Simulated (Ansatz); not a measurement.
Mulliken charges of C2H5NSSi, SMILES `C[SiH2]SC#N` from ωB97M-V/def2-TZVPP in Ansatz (PBE0-D4/def2-TZVP geometry).

| atom | x (Å) | y (Å) | z (Å) | charge (e) |
| --- | --- | --- | --- | --- |
| C1 | -1.189 | -0.260 | 0.536 | -0.425 |
| Si2 | 0.648 | -0.196 | 0.776 | 0.254 |
| S3 | 1.682 | -0.638 | -1.094 | -0.071 |
| C4 | 0.937 | 0.577 | -1.986 | -0.104 |
| N5 | 0.421 | 1.406 | -2.605 | -0.055 |
| H6 | -1.695 | -0.026 | 1.477 | 0.127 |
| H7 | -1.498 | 0.472 | -0.212 | 0.143 |
| H8 | -1.506 | -1.252 | 0.207 | 0.133 |
| H9 | 1.171 | -1.268 | 1.659 | -0.005 |
| H10 | 1.111 | 1.132 | 1.243 | 0.004 |

By hand: the dipole of these point charges (1 e Å = 4.8032 D).

Σ q r = (-0.201, -0.123, 0.578) e Å, of length 0.624 e Å = 3.00 D.

How does the dipole of the full density compare? (Best estimate.)

Computed: (-0.080, -0.437, 0.711) e Å, 4.03 D; the point charges give 0.74 times that, at 23° from its direction.

Point charges leave out the atoms' own dipoles, such as those of lone pairs, and Mulliken's split depends on the basis, so the two needn't agree.
